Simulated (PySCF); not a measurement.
**Continuum solvent and chemical shifts**

Bonds (- single, = double, # triple, : aromatic): C1-C2, C2-C3, C3-C4, C4-C5, C5-C6, C6-F7, C6-C8, C8-C9, C9-C2, C9-C3. C1 carries H10, H11, H12; C2 carries H13; C3 carries H14; C4 carries H15, H16; C5 carries H17, H18; C6 carries H19; C8 carries H20, H21; C9 carries H22. Stereochemistry as in C[C@@H]1[C@H]2CC[C@@H](F)C[C@@H]12. H16, H18, H20 are cis to C2 on the ring; H15, H17, H21 are trans to C2 on the ring.

GIAO PBE0/pcSseg-1 in PySCF on one PBE0-D3(BJ)/def2-SVP conformer, non-relativistic, equivalent nuclei averaged. Solvents enter as an IEF-PCM continuum (chloroform with ε = 4.7, dimethylsulfoxide with ε = 46.8) around the gas-phase geometry. Shifts are referred to TMS, CFCl3 computed in the same medium.

In chloroform, δ in ppm: C6 91.5, C8 33.9, C5 29.5, C4 25.4, C3 20.9, C2 20.8, C1 20.3, C9 17.4, F7 -200.5, H19 4.29, H21 2.31, H16 1.96, H15 1.84, H17 1.56. Dipole moment 2.32 D.

Task: How does each δ change in the more polar medium?

Result: 
```csv
atoms,environment,"Δδ, dimethylsulfoxide"
C6,sp3 CH bonded to F,+0.6
C8,sp3 CH2 in a ring,+0.1
C5,sp3 CH2 in a ring,+0.1
C4,sp3 CH2 in a ring,+0.2
C3,three-membered-ring carbon,+0.2
C2,three-membered-ring carbon,+0.1
C1,methyl carbon,0.0
C9,three-membered-ring carbon,+0.1
F7,fluorine on an sp3 carbon,-1.1
H19,hydrogen on an sp3 CH bonded to F,+0.06
H21,hydrogen on an sp3 CH2 in a ring,+0.01
H16,hydrogen on an sp3 CH2 in a ring,0.00
H15,hydrogen on an sp3 CH2 in a ring,+0.03
H17,hydrogen on an sp3 CH2 in a ring,-0.01
```

Changes are relative to chloroform. The dipole moment becomes 2.44 D in dimethylsulfoxide.

Task: Which nuclei move most (in ppm), and what does the model miss?

Result: F7 (fluorine on an sp3 carbon, -1.1 ppm) in dimethylsulfoxide. A continuum only polarises the solute; specific hydrogen bonds, the anisotropy of aromatic solvents and changes of geometry or conformer are outside it.
